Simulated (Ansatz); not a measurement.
GeH4S2 can be A, `[SH][GeH2][SH]`, or B, `S[S][GeH3]`.

Computed with Ansatz on PBE0-D4/def2-TZVP structures; ΔE is electronic, products minus reactants. CCSD(T)/CBS adds triple-zeta CCSD(T) − MP2 to the extrapolated MP2 energy (def2 sets, frozen cores). DFT in def2-TZVPP. B3LYP here is the variant with VWN-RPA as its local correlation; programs differ in this. For Ge outer-core shells are correlated without core-valence functions, which leaves a few kJ/mol of doubt a bond. Scalar relativity is left out up to krypton. One conformer a species, not always the lowest.

A:

Z-matrix (Å, degrees):
```
Ge
S 1 2.222
S 1 2.222 2 114.1
H 1 1.531 2 105.7 3 115.6
H 1 1.535 2 109.1 3 -122.4
H 2 1.343 1 94.2 3 76.6
H 3 1.343 1 94.2 2 -76.1
```

B:

```xyz
7

S    -2.063    0.846    0.222
S    -0.754    0.327   -1.279
Ge    1.053   -0.123   -0.045
H    -2.557   -0.379    0.483
H     0.735   -1.305    0.882
H     2.168   -0.487   -1.039
H     1.418    1.121    0.775
```

(1) Which isomer does CCSD(T)/CBS put lower? Give the gap. (An estimate is asked.)

(2) Give E(B) − E(A) in kcal/mol with B3LYP, LDA (SPW92), ωB97M-V, CCSD/def2-TZVPP, MP2/def2-TZVPP, B2PLYP, B3LYP-D4. (Estimate.)

(3) Does the order hold for the free energy at 298.15 K (harmonic terms from PBE0-D4)? (Best estimate.)

Largest T1 diagnostic: 0.012.

## Answers

(1) Computed: A, by 21.3 kcal/mol.

(2) Computed: B3LYP 20.5, LDA (SPW92) 19.4, ωB97M-V 21.0, CCSD/def2-TZVPP 22.9, MP2/def2-TZVPP 23.3, B2PLYP 21.5, B3LYP-D4 20.2. None reverses the order clearly.

(3) Ansatz gave: Yes: G(B) − G(A) = +21.7 kcal/mol, for one conformer each.

At CCSD(T), def2-SVP lies +3.3 kcal/mol from the extrapolated value and def2-TZVPP +1.3 kcal/mol. From PBE to PBE0 (25 % exact exchange), in def2-TZVPP and without D4, E(B) − E(A) moves by +1.2 kcal/mol.
